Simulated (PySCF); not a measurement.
## Ga(PH3)H3: 4 charge schemes on one density

Compound: Ga(PH3)H3.
Z-matrix (Å and degrees, PBE0-D3(BJ)/def2-SVP geometry), rows numbered from 1:
```
Ga
P   1  2.5369
H   2  1.4182  1  119.39
H   2  1.4182  1  118.37  3  -119.70
H   2  1.4183  1  119.33  3   120.64
H   1  1.5784  2   96.48  3    56.67
H   1  1.5778  2   97.15  3   -63.44
H   1  1.5784  2   96.48  3   176.51
```

Density: PBE0/pcSseg-1 (pcSseg-2 on Ga) (PySCF); schemes: Mulliken, IAO, Hirshfeld and ESP-fitted. Isolated species at its PBE0-D3(BJ)/def2-SVP geometry, gas phase. The calculation is non-relativistic, for gallium too.

Task: Give the atomic charges in each scheme.

Result: In e:

```csv
atom,environment,Mulliken,IAO,Hirshfeld,ESP-fitted
Ga1,gallium bonded to P and 3 H,-0.043,+0.092,+0.192,+0.449
P2,phosphorus bonded to Ga and 3 H,-0.035,+0.286,+0.211,-0.023
H3,hydrogen on P2,+0.094,+0.017,+0.024,+0.082
H4,hydrogen on P2,+0.094,+0.017,+0.024,+0.080
H5,hydrogen on P2,+0.094,+0.017,+0.024,+0.081
H6,hydrogen on Ga1,-0.068,-0.143,-0.159,-0.223
H7,hydrogen on Ga1,-0.068,-0.143,-0.158,-0.223
H8,hydrogen on Ga1,-0.068,-0.143,-0.159,-0.223
```

Mean size of the charges over all atoms: ESP-fitted 0.173 e, Hirshfeld 0.119 e, IAO 0.107 e, Mulliken 0.070 e. Each set sums to the total charge, 0, to within 0.001 e. The Hirshfeld scheme divides the density at each point in proportion to the densities of the neutral, spherically averaged free atoms. The IAO scheme projects the occupied orbitals on a minimal set of polarised atomic orbitals and counts the electrons in each atom's part of it.

Lowest charge. All schemes pick atoms of one kind: Mulliken H6, H7 and H8 (-0.068); IAO H6, H7 and H8 (-0.143); Hirshfeld H6 and H8 (-0.159); ESP-fitted H6, H7 and H8 (-0.223).

Highest charge. The schemes don't all agree: Mulliken H3, H4 and H5 (+0.094); IAO P2 (+0.286); Hirshfeld P2 (+0.211); ESP-fitted Ga1 (+0.449).

Task: How many electrons does the ESP-fitted scheme count on P2?

Result: Z − q = 15 − (-0.023) = 15.023.

Task: Sum the charges by element, for elements with more than one atom.

Result: 
```tsv
element	atoms	Mulliken	IAO	Hirshfeld	ESP-fitted
H	6	+0.078	-0.378	-0.403	-0.426
```

These values come from a run that also computed NMR shieldings. Time: 7.1 s wall. Hardware: one thread of an Arm Neoverse V2 (shared host).
